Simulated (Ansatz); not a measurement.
Reaction (atomization): `[NH3+][Au-][SH]` → Au• + 4 H• + N• + S•

Computed with Ansatz on PBE0-D4/def2-TZVP structures; ΔE is electronic, products minus reactants. CBS: MP2 limit from def2 TZ/QZ plus the TZ coupled-cluster correction, frozen cores. This one scheme is used for every species, atoms too. Functionals use def2-TZVPP. No spin–orbit coupling; open shells (•) take unrestricted orbitals. Spin–orbit coupling would lower the free atoms: a little for S. def2 core potentials past Kr. For Au outer-core shells are correlated without core-valence functions, so the limit isn't a true one: a few kJ/mol of doubt a bond, and 10 to 20 or more in all where bonds break to atoms. One conformer a species, not always the lowest.

What is ΔE at CCSD(T)/CBS? (An estimate is asked.)

Ansatz gave: +21.30 eV.

What do these levels give: PBE-D4, r2SCAN-D4, B97M-V, CAM-B3LYP-D4, revPBE, CCSD/CBS(def2)? (Estimate.)

Computed: PBE-D4 21.39, r2SCAN-D4 21.06, B97M-V 20.92, CAM-B3LYP-D4 20.98, revPBE 20.38, CCSD/CBS(def2) 20.86 eV.

Largest T1 diagnostic among the species: 0.014.

The D4 term adds +0.21 eV with B3LYP and +0.11 eV with PBE0; it sums over pairs of atoms, weighted by their polarisabilities, and B3LYP, whose exchange is more repulsive, gets the larger term. From PBE to PBE0 (25 % exact exchange), in def2-TZVPP and without D4, ΔE moves by −0.54 eV: exact exchange takes away binding that semilocal exchange gives to molecules. In def2-TZVPP, CCSD(T) changes the Hartree–Fock value by +6.78 eV (the triples alone add +0.44 eV) and MP2 by +7.07 eV; breaking electron pairs costs correlation energy, which Hartree–Fock lacks.

B3LYP here is the variant with VWN-RPA as its local correlation; programs differ in this.

For atomizations the MP2-based limit and the directly extrapolated one differ by several kJ/mol either way, and by 10 to 25 for some Ge, Se and Sn compounds, so smaller differences from it don't rank the levels.
